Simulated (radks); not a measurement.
Results of a calculation; reference values are marked as such.
The nuclear charge of neutral zirconium is varied continuously with 40 electrons held in [Kr] 4d2 5s2. Code: a radial shooting solver on a logarithmic mesh with Libxc functionals. Model: scalar-relativistic Kohn-Sham, PBE, spin-polarised, spherical densities, point nucleus; open shells are filled with parallel spins first (spin-orbit coupling, left out, can overturn this in heavy ions). By the Hellmann-Feynman theorem dE/dZ = E(electron-nucleus)/Z, the electronic potential at the nucleus. The scalar-relativistic energy here is not variational (the density holds large components alone), so the two differ by a part that grows with Z.

[
 {"Z": "39.8", "E (hartree)": "-3555.28616", "E(electron-nucleus)/Z (hartree)": "-215.148", "HOMO": "4d", "e(HOMO) (eV)": "-2.425", "<r> HOMO (bohr)": "2.401"},
 {"Z": "40", "E (hartree)": "-3598.55241", "E(electron-nucleus)/Z (hartree)": "-216.624", "HOMO": "5s", "e(HOMO) (eV)": "-4.047", "<r> HOMO (bohr)": "3.828"},
 {"Z": "40.2", "E (hartree)": "-3642.11517", "E(electron-nucleus)/Z (hartree)": "-218.097", "HOMO": "5s", "e(HOMO) (eV)": "-5.321", "<r> HOMO (bohr)": "3.673"},
 {"Z": "40.4", "E (hartree)": "-3685.97408", "E(electron-nucleus)/Z (hartree)": "-219.569", "HOMO": "5s", "e(HOMO) (eV)": "-6.684", "<r> HOMO (bohr)": "3.535"},
 {"Z": "40.6", "E (hartree)": "-3730.12890", "E(electron-nucleus)/Z (hartree)": "-221.040", "HOMO": "5s", "e(HOMO) (eV)": "-8.132", "<r> HOMO (bohr)": "3.411"},
 {"Z": "40.8", "E (hartree)": "-3774.57944", "E(electron-nucleus)/Z (hartree)": "-222.510", "HOMO": "5s", "e(HOMO) (eV)": "-9.659", "<r> HOMO (bohr)": "3.298"},
 {"Z": "41", "E (hartree)": "-3819.32562", "E(electron-nucleus)/Z (hartree)": "-223.979", "HOMO": "5s", "e(HOMO) (eV)": "-11.261", "<r> HOMO (bohr)": "3.196"}
]

The central difference of E at Z = 40 is -217.073 hartree, to compare with the third column; the second derivative is -7.41 hartree.
